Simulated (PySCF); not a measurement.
Two species compared at the same levels of theory.

First species: C6H6FN.
Numbering: `[CH:1]#[C:2][C@H:3]1[CH:4]=[C:5]([F:6])[CH2:7][NH:8]1` (hydrogens: H9 on C1; H10 on C3; H11 on C4; H12, H13 on C7; H14 on N8)

Second species: C4H8O2SSi.
SMILES: `O=C1CO[C@@H](CS)[SiH2]1`

Levels: CAM-B3LYP/def2-SVPD for HOMO energy, LUMO energy, HOMO–LUMO gap and static isotropic polarisability; TDDFT CAM-B3LYP/def2-SVPD for lowest singlet excitation; TDA CAM-B3LYP/def2-SVPD for lowest triplet excitation (Tamm–Dancoff). Geometries: GFN2-xTB. Each structure is a single optimised conformer of the isolated species, non-relativistic unless stated; the electronic structure was computed with PySCF and density fitting.

Question: Which has the higher static isotropic polarisability?

Answer: The second: 97.9 au against 73.0 au, a difference of 24.9 au.

Question: Which has the higher T1 energy?

Answer: The first: 4.47 eV against 2.59 eV, a difference of 1.88 eV.

Question: Which of the two has the higher S1 energy, and by how much?

Answer: The first: 6.13 eV against 3.18 eV, a difference of 2.95 eV.

Question: Which of the two has the higher HOMO–LUMO gap, and by how much?

Answer: The first: 9.39 eV against 7.68 eV, a difference of 1.71 eV.

Question: Which has the higher LUMO energy?

Answer: The first: 1.18 eV against -0.44 eV, a difference of 1.62 eV.

Question: Which has the higher HOMO energy?

Answer: The second: -8.12 eV against -8.21 eV, a difference of 0.09 eV.

On the first: No computed singlet falls in the visible range (750 to 380 nm, 1.65 to 3.26 eV); S1 lies 2.87 eV above its blue end. The polarisability is 10.81 Å³ as a volume (1 au = 0.148185 Å³), or 1.26 au for each of the 58 electrons.

On the second: S1 lies 4.50 eV below the HOMO–LUMO gap; its leading configuration is HOMO→LUMO, weight 0.92. The principal polarisabilities are 87.2, 93.7 and 112.9 au; their mean is the isotropic value.
